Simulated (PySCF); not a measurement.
Compound: C₁₀H₁₂.
SMILES with atom numbers: `[CH2:1]=[C:2]([CH3:3])[CH2:4][C:5]#[C:6][C@H:7]1[CH2:8][C:9]1=[CH2:10]` (hydrogens: H11, H12 on C1; H13, H14, H15 on C3; H16, H17 on C4; H18 on C7; H19, H20 on C8; H21, H22 on C10)

Method used: PBE0-D3(BJ)/def2-SVP geometry optimisation, gas phase in PySCF.

Task: Give the optimised bond lengths and angles.

Result: 
```json
{"bond": "C1=C2", "length (Å)": "1.336"}
{"bond": "C2–C3", "length (Å)": "1.497"}
{"bond": "C2–C4", "length (Å)": "1.515"}
{"bond": "C4–C5", "length (Å)": "1.460"}
{"bond": "C5≡C6", "length (Å)": "1.213"}
{"bond": "C6–C7", "length (Å)": "1.440"}
{"bond": "C7–C8", "length (Å)": "1.540"}
{"bond": "C8–C9", "length (Å)": "1.456"}
{"bond": "C9=C10", "length (Å)": "1.321"}
{"bond": "C7–C9", "length (Å)": "1.477"}
{"bond": "C1–H11", "length (Å)": "1.094"}
{"bond": "C1–H12", "length (Å)": "1.094"}
{"bond": "C3–H13, C3–H14, C3–H15", "length (Å)": "1.101"}
{"bond": "C4–H16", "length (Å)": "1.107"}
{"bond": "C4–H17", "length (Å)": "1.102"}
{"bond": "C7–H18", "length (Å)": "1.098"}
{"bond": "C8–H19", "length (Å)": "1.095"}
{"bond": "C8–H20", "length (Å)": "1.095"}
{"bond": "C10–H21", "length (Å)": "1.094"}
{"bond": "C10–H22", "length (Å)": "1.094"}
```

Bonds in one row agree within 0.01 Å and their mean is given. A selection of angles:
```json
{"angle": "C2–C1–H11", "degrees": "121.2"}
{"angle": "C2–C1–H12", "degrees": "121.6"}
{"angle": "H11–C1–H12", "degrees": "117.2"}
{"angle": "C1–C2–C3", "degrees": "123.1"}
{"angle": "C1–C2–C4", "degrees": "120.9"}
{"angle": "C3–C2–C4", "degrees": "116.0"}
{"angle": "C2–C3–H13", "degrees": "110.6"}
{"angle": "H13–C3–H14", "degrees": "106.5"}
{"angle": "H13–C3–H15", "degrees": "108.7"}
{"angle": "H14–C3–H15", "degrees": "108.4"}
{"angle": "C2–C4–C5", "degrees": "113.3"}
{"angle": "C2–C4–H16", "degrees": "108.9"}
{"angle": "C2–C4–H17", "degrees": "109.7"}
{"angle": "C5–C4–H16", "degrees": "108.7"}
{"angle": "C5–C4–H17", "degrees": "109.6"}
{"angle": "H16–C4–H17", "degrees": "106.3"}
{"angle": "C4–C5–C6", "degrees": "178.7"}
{"angle": "C5–C6–C7", "degrees": "179.7"}
{"angle": "C6–C7–C8", "degrees": "120.7"}
{"angle": "C6–C7–C9", "degrees": "120.9"}
{"angle": "C6–C7–H18", "degrees": "114.8"}
{"angle": "C8–C7–C9", "degrees": "57.7"}
{"angle": "C8–C7–H18", "degrees": "114.9"}
{"angle": "C9–C7–H18", "degrees": "116.1"}
{"angle": "C7–C8–C9", "degrees": "59.0"}
{"angle": "C7–C8–H19", "degrees": "117.0"}
{"angle": "C7–C8–H20", "degrees": "116.8"}
{"angle": "C9–C8–H19", "degrees": "118.5"}
{"angle": "C9–C8–H20", "degrees": "119.4"}
{"angle": "H19–C8–H20", "degrees": "114.8"}
{"angle": "C8–C9–C10", "degrees": "149.9"}
{"angle": "C7–C9–C8", "degrees": "63.4"}
{"angle": "C7–C9–C10", "degrees": "146.7"}
{"angle": "C9–C10–H21", "degrees": "121.2"}
{"angle": "C9–C10–H22", "degrees": "121.0"}
{"angle": "H21–C10–H22", "degrees": "117.9"}
```

Torsions: C1–C2–C4–C5 122° (anticlinal); C6–C7–C8–C9 109° (anticlinal); C7–C8–C9–C10 -177° (antiperiplanar); C6–C7–C9–C8 -109° (anticlinal).

The 3-membered ring C7–C8–C9 has internal angles of 57.7° to 63.4°. Of the pairs four or more bonds apart, C5···H13 is among the closest relative to their van der Waals radii: 2.74 Å, 94 % of the sum of Bondi's values. The 10 C–C bonds span 1.213 Å (C5≡C6, drawn triple) to 1.540 Å (C7–C8, drawn single), a spread of 0.327 Å.

Point group: C1 (no symmetry element, even within 0.4 Å). Stationary, but not proved a minimum. One conformer, not necessarily the lowest.

On x86-64 server, one thread, on a shared host, this took 2.1 min of wall time. This is the geometry optimisation.
